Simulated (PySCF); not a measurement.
CH3FSi, neutral, multiplicity 1. Atoms are numbered in the order given.

```xyz
6

Si    -0.6466     0.1954     0.0000
F      0.6062     1.2227     0.0000
C      0.3261    -1.4203     0.0000
H     -0.3198    -2.3010     0.0000
H      0.9799    -1.4588    -0.8801
H      0.9799    -1.4588     0.8801
```

The structure is a stationary point at PBE0-D3(BJ)/def2-TZVP.

Calculation: PySCF with TDA-ωB97X/def2-SVPD.

Vertical excitations. The molecule is in vacuum. State labels are in the subgroup Cs.

```json
[
 {"state": "S1", "symmetry": "A\"", "energy (eV)": "3.43", "λ (nm)": "362", "f": "0.057", "main pairs": "HOMO→LUMO 96 %"},
 {"state": "S2", "symmetry": "A'", "energy (eV)": "6.27", "λ (nm)": "198", "f": "0.171", "main pairs": "HOMO→LUMO+2 57 %, HOMO→LUMO+1 34 %"},
 {"state": "S3", "symmetry": "A'", "energy (eV)": "7.05", "λ (nm)": "176", "f": "0.072", "main pairs": "HOMO→LUMO+1 60 %, HOMO→LUMO+2 36 %"},
 {"state": "S4", "symmetry": "A'", "energy (eV)": "7.53", "λ (nm)": "165", "f": "0.464", "main pairs": "HOMO→LUMO+3 89 %"},
 {"state": "S5", "symmetry": "A\"", "energy (eV)": "7.74", "λ (nm)": "160", "f": "0.066", "main pairs": "HOMO−1→LUMO 95 %"},
 {"state": "S6", "symmetry": "A\"", "energy (eV)": "8.64", "λ (nm)": "143", "f": "0.028", "main pairs": "HOMO−3→LUMO 74 %, HOMO−5→LUMO 15 %"},
 {"state": "S7", "symmetry": "A'", "energy (eV)": "8.76", "λ (nm)": "141", "f": "0.017", "main pairs": "HOMO→LUMO+4 71 %, HOMO−2→LUMO 18 %"},
 {"state": "S8", "symmetry": "A\"", "energy (eV)": "8.89", "λ (nm)": "139", "f": "0.002", "main pairs": "HOMO→LUMO+5 55 %, HOMO→LUMO+8 30 %, HOMO−3→LUMO 10 %"},
 {"state": "S9", "symmetry": "A'", "energy (eV)": "8.90", "λ (nm)": "139", "f": "0.076", "main pairs": "HOMO−2→LUMO 76 %, HOMO→LUMO+4 17 %"},
 {"state": "S10", "symmetry": "A\"", "energy (eV)": "9.25", "λ (nm)": "134", "f": "0.001", "main pairs": "HOMO−5→LUMO 72 %, HOMO→LUMO+9 12 %"},
 {"state": "T1", "symmetry": "A\"", "energy (eV)": "1.90", "λ (nm)": "654", "f": "0", "main pairs": "HOMO→LUMO 97 %"},
 {"state": "T2", "symmetry": "A'", "energy (eV)": "5.00", "λ (nm)": "248", "f": "0", "main pairs": "HOMO→LUMO+1 46 %, HOMO→LUMO+2 42 %"},
 {"state": "T3", "symmetry": "A'", "energy (eV)": "6.44", "λ (nm)": "192", "f": "0", "main pairs": "HOMO→LUMO+2 41 %, HOMO→LUMO+1 38 %, HOMO→LUMO+4 8 %, HOMO→LUMO+3 6 %"},
 {"state": "T4", "symmetry": "A\"", "energy (eV)": "6.62", "λ (nm)": "187", "f": "0", "main pairs": "HOMO−1→LUMO 83 %"}
]
```
Triplets are in the Tamm–Dancoff approximation.
